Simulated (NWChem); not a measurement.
Species: KCl; SMILES [Cl][K]

All runs: NWChem. Each level has its own optimisation; frequencies are unscaled.

| level | r Cl–K (Å) | highest harmonic frequency (cm⁻¹) | zero-point energy (kcal/mol) | dipole (D) |
|---|---|---|---|---|
| B3LYP/3-21G | 2.797 | 252 | 0.4 | 11.52 |
| Hartree-Fock/STO-3G | 2.673 | 360 | 0.5 | 9.95 |
| B3LYP/def2-TZVP | 2.702 | 273 | 0.4 | 10.15 |
| PBE0/def2-SVP | 2.654 | 297 | 0.4 | 9.60 |
